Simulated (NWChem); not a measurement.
# C₂H₆ClGa; SMILES [CH3][Ga]([CH3])[Cl]

Computed with NWChem. Pople sets run with spherical d functions. All runs use the structure optimised with PBE0/def2-SVP. Static field.

Q: Taking PBE0/def2-TZVP as the yardstick, which of these has the fewest basis functions while keeping “isotropic polarisability (bohr³)” within 10 % of it: PBE0/aug-cc-pVDZ; PBE0/def2-SVPD; PBE0/def2-SVP; PBE0/6-31G*?

A: PBE0/def2-SVPD.
```tsv
level	basis functions	isotropic polarisability (bohr³)	relative time (rough)
PBE0/6-31G*	90	54.8	1
PBE0/def2-SVP	108	54.7	1
PBE0/def2-SVPD	153	67.6	3
PBE0/aug-cc-pVDZ	163	68.5	10
PBE0/def2-TZVP	183	63.9	7
```

The yardstick is one finite set, not the basis-set limit.
